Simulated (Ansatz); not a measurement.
Geometry optimisation, RKS PBE-D4/6-31G* in Ansatz.

Input file:

```yaml
crystal:
  periodic: [false, false, false]
  atoms:
    - { symbol: "N", position_ang: [-1.8369, 1.6812, 0.4831] }
    - { symbol: Si, position_ang: [-0.9893, 0.2147, 0.8174] }
    - { symbol: "N", position_ang: [0.5993, 0.278, 0.0302] }
    - { symbol: Al, position_ang: [0.4722, 0.0753, -1.8482] }
    - { symbol: Si, position_ang: [1.5599, -1.1518, 0.6045] }
    - { symbol: H, position_ang: [-1.2419, 2.5346, 0.6896] }
    - { symbol: H, position_ang: [-2.0315, 1.7543, -0.5542] }
    - { symbol: H, position_ang: [-1.712, -0.9238, 0.3223] }
    - { symbol: H, position_ang: [-0.8225, 0.1111, 2.3177] }
    - { symbol: H, position_ang: [0.9278, 1.1932, -2.8207] }
    - { symbol: H, position_ang: [-0.3451, -1.2341, -2.3929] }
    - { symbol: H, position_ang: [1.7633, -1.0439, 2.095] }
    - { symbol: H, position_ang: [2.8319, -1.1416, -0.0362] }
    - { symbol: H, position_ang: [0.8117, -2.3765, 0.3213] }
basis:
  gaussian: { orbitals: "6-31G*" }
hamiltonian:
  xc: pbe
  dispersion: d4
relax:
  f_tol: 0.015
  max_steps: 40
```

Launched with:

```bash
$ ansatz run input.yaml --threads 2 --pin off --max-ram 3072MiB --backend cpu --events-out ev --progress --plain --runs-dir out
```

**Question.** Where does it end, and by what steps?

**Answer.** The forces met the threshold. The force dipped under the threshold on the way, but the program's further checks kept it going. After 26 steps the energy has fallen by 1.675 eV; H10 moved furthest, 1.36 Å. Joined: N1–Al4, Si2–Al4.

| step | energy less start (eV) | largest force component (eV/Å) | accepted |
| --- | --- | --- | --- |
| 0 | 0.0000 | 1.637 | yes |
| 1 | -0.3751 | 1.102 | yes |
| 2 | -0.5403 | 0.458 | yes |
| 3 | -0.6279 | 0.451 | yes |
| 4 | -0.7015 | 0.464 | yes |
| 5 | -0.7706 | 1.085 | yes |
| 6 | -0.9265 | 1.157 | yes |
| 7 | -1.1963 | 1.096 | yes |
| 8 | -1.4336 | 0.865 | yes |
| 9 | -1.5706 | 1.237 | yes |
| 10 | -1.6240 | 0.549 | yes |
| 11 | -1.6616 | 0.191 | yes |
| 12 | -1.6473 | 0.773 | no |
| 13 | -1.6685 | 0.061 | yes |
| 14 | -1.6695 | 0.094 | yes |
| 15 | -1.6712 | 0.057 | yes |
| 16 | -1.6723 | 0.064 | yes |
| 17 | -1.6733 | 0.078 | yes |
| 18 | -1.6743 | 0.066 | yes |
| 19 | -1.6746 | 0.047 | yes |
| 20 | -1.6747 | 0.027 | yes |
| 21 | -1.6749 | 0.053 | yes |
| 22 | -1.6750 | 0.014 | yes |
| 23 | -1.6751 | 0.012 | yes |
| 24 | -1.6752 | 0.019 | yes |
| 25 | -1.6752 | 0.015 | yes |
| 26 | -1.6753 | 0.005 | yes |

```xyz
14
Properties=species:S:1:pos:R:3
N -1.480 1.307 -0.424
Si -0.978 0.198 0.965
N 0.408 -0.386 0.163
Al 0.194 0.609 -1.458
Si 1.647 -1.516 0.614
H -1.470 2.311 -0.211
H -2.384 1.087 -0.858
H -2.123 -0.744 1.213
H -0.793 1.056 2.185
H 1.184 1.861 -1.658
H -0.353 -0.208 -2.732
H 2.311 -1.151 1.916
H 2.695 -1.531 -0.461
H 1.128 -2.921 0.776
```

Whether the end is a true minimum wasn't checked by a vibrational analysis.

Run time: 63 s on 2 threads of Intel(R) Xeon(R) Platinum 8375C CPU @ 2.90GHz (Ice Lake), with other jobs on the host, peak memory 0.18 GiB.
